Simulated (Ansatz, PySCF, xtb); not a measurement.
Energy difference R1 → P1, each structure at its B3LYP-D3(BJ)/def2-TZVP stationary point, reached from a drawn start; harmonic modes at that level show minima.
R1, C2H2F2 (SMILES F/C=C\F) (charge 0, multiplicity 1):
```json
[
 {"atom": "F", "x (Å)": "1.4138", "y (Å)": "1.0119", "z (Å)": "-0.0375"},
 {"atom": "C", "x (Å)": "0.6579", "y (Å)": "-0.0938", "z (Å)": "-0.0066"},
 {"atom": "C", "x (Å)": "-0.6623", "y (Å)": "-0.0535", "z (Å)": "0.0095"},
 {"atom": "F", "x (Å)": "-1.3500", "y (Å)": "1.0962", "z (Å)": "-0.0036"},
 {"atom": "H", "x (Å)": "1.2161", "y (Å)": "-1.0184", "z (Å)": "0.0039"},
 {"atom": "H", "x (Å)": "-1.2754", "y (Å)": "-0.9424", "z (Å)": "0.0344"}
]
```
P1, C2H2F2 (SMILES F/C=C/F) (charge 0, multiplicity 1):
```xyz
6

F      1.6235    -0.7089     0.0180
C      0.6297     0.1972    -0.0110
C     -0.6297    -0.1972     0.0110
F     -1.6235     0.7089    -0.0180
H      0.9621     1.2246    -0.0521
H     -0.9621    -1.2246     0.0521
```

P less R. No zero-point or thermal terms.

Cores are frozen in the correlated methods.

Programs: Ansatz (a program for electronic structure) with Gaussian orbitals; PySCF for the D3/D4 terms; xtb for the GFN methods. Each number belongs to the level named beside it.

| level | reaction energy (meV) |
|---|---|
| GFN2-xTB | -117.4 |
| PBE/def2-TZVPP | 36.3 |
| BLYP-D4/def2-TZVPP | 32.5 |
| B3LYP-D4/def2-TZVPP | 32.5 |
| CAM-B3LYP-D3(BJ)/def2-TZVPP | 27.3 |
| SCS-MP2/cc-pVDZ | 0.8 |
| SCS-MP2/cc-pVTZ | 27.3 |
| SCS-MP2/cc-pVQZ | 39.1 |
| CCSD(T)/cc-pVQZ | … |

Problem. Fill in the missing entries.

Solution. 
- CCSD(T)/cc-pVQZ, reaction energy (meV): 35.5
